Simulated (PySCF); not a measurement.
State search for CdPb⁺

Unrestricted PBE0; Cd def2-SVP with ECP28, Pb def2-SVP with ECP60; scalar-relativistic core potentials (PySCF 2.14). Outer shells of the fragments: Cd 4d10 5s2; Pb+ 5d10 6s2 6p1.

Followed along the bond (rough minima from three points):

```
2Ms+1   unpaired  ⟨S²⟩ at the start  R at minimum (Å)  Te (eV)
    2        π ↑               0.76              3.02     0.00
    2        σ ↑               0.76              3.42     0.76
    4  σ ↑↑, π ↑               3.75              3.49     2.30
```

Solutions found at the starting distance of 2.895 Å, counted from the lowest of them; the search is not exhaustive and high or unbound solutions are not listed, so other states can lie among these:

```csv
2Ms+1,unpaired,term,E (eV),⟨S²⟩,⟨Lz²⟩,μ (D)
2,π ↑,²Π,0.00,0.76,1.00,-1.79
2,σ ↑,²Σ⁺,0.99,0.76,0.00,1.50
4,"σ ↑↑, π ↑",⁴Π,2.55,3.75,1.00,-2.17
4,"σ ↑, π ↑↑",⁴Σ⁻,2.57,3.75,0.00,-5.03
2,"σ ↑↑, π ↓",mixed,2.90,1.76,1.00,-2.26
2,"σ ↓, π ↑↑",mixed,2.91,1.75,0.00,-5.53
```

A term symbol is given only where ⟨S²⟩ and ⟨Lz²⟩ are close to those of a pure state; real π, δ and φ orbitals otherwise mix terms. A positive dipole points towards Pb; it is taken about the centre of mass and depends on that origin.

Compare the gap between the two lowest followed solutions at the starting distance with the gap between their minima.

At PBE0 the second solution (doublet, unpaired electrons σ ↑) lies +0.99 eV from the first (doublet, unpaired electrons π ↑) at 2.895 Å and +0.76 eV at the minima; the two curves relax by different amounts, since their minima lie near 3.42 and 3.02 Å.

These are scalar-relativistic numbers at best; spin–orbit coupling would shift them, the dissociation energy most. Counting both spins, an empty level lies below a filled one in some of these solutions, because spin and occupation are held.
